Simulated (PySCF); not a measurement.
# Reading the logs of faulty runs: AlBH2NO cation

All numbers below are calculated, not measured. The program is PySCF 2.14.0, an open-source quantum chemistry code, run on an isolated molecule that a program drew, which may never have been made. The molecule is AlBH2NO cation (charge +1, singlet), drawn as the SMILES string `N=[B][Al+][OH]`.

Each row is a Hartree-Fock (HF) and frozen-core CCSD(T) single point in the cc-pV(D+d)Z basis, meant for a local HF minimum. Run 1 is clean. Each other run has one planted mistake out of seven kinds, and not every kind appears here: one electron removed, one electron added, multiplicity raised by two, geometry at a saddle point, minimal basis STO-3G, one bond length entered in bohr, all coordinates scaled. The reference is restricted for singlets and unrestricted otherwise, and also for a bond in bohr. Adding or removing an electron swaps singlet and doublet. Electrons count all cores. HOMO and LUMO are orbital energies over both spins, the gradient is its largest component, and the lowest frequency (negative if imaginary) is given only where the gradient is small. Bond lengths are over the 5 bonds as drawn. T1 is the CCSD diagnostic: over 0.02 (restricted) or 0.045 (unrestricted) a single reference is doubtful.

Geometry of the clean run:
```xyz
6
AlBH2NO cation, angstrom
N    -3.0802    0.4051    0.6738
B    -2.1143   -0.2766    0.3961
Al   -0.4893   -1.4234   -0.0702
O     0.7773   -2.3178   -0.4321
H    -3.8698    0.9624    0.9007
H     1.5277   -2.8473   -0.6473
```

```
run,electrons,basis functions,<S^2>,HOMO (eV),LUMO (eV),gradient (hartree/bohr),lowest frequency (cm^-1),mean bond (Å),longest bond (Å),T1,HF (hartree),CCSD(T) (hartree),mistake
1,34,75,0.000,-16.63,-4.28,2.6e-05,119,1.3571,2.043,0.0199,-396.88470,-397.39057,no fault
2,34,75,0.472,-16.50,-6.02,6.0e-02,-,1.5249,2.043,0.0687,-396.70296,-397.22620,one bond length entered in bohr
3,34,75,0.000,-16.51,-4.31,1.6e-02,-,1.3720,2.065,0.0204,-396.88375,-397.39232,all coordinates scaled
4,35,75,0.789,-5.25,1.25,4.1e-02,-,1.3571,2.043,0.0267,-397.05906,-397.56709,?
5,34,75,2.016,-11.63,-5.90,1.9e-01,-,1.3571,2.043,0.0173,-396.76087,-397.21332,?
```

**Which mistake was planted in run 4, and what did it cost?**

It counts 35 electrons, one more than the clean run, at the same geometry and basis. So the mistake is: one electron added. Subtracting run 1 and multiplying by 627.51 kcal/mol a hartree, the energy moved by -109.4 kcal/mol in HF and -110.8 kcal/mol in CCSD(T).

**Which mistake was planted in run 5, and what did it cost?**

Electrons, basis and geometry are unchanged, and <S^2> is 2.016, beside S(S+1) = 2.00 for a multiplicity of 3. So the mistake is: multiplicity raised by two. Subtracting run 1 and multiplying by 627.51 kcal/mol a hartree, the energy moved by 77.7 kcal/mol in HF and 111.2 kcal/mol in CCSD(T).

Cautions from the logs. Run 2: T1 is over the limit, so its CCSD(T) energy is less reliable; run 3: T1 is over the limit, so its CCSD(T) energy is less reliable.
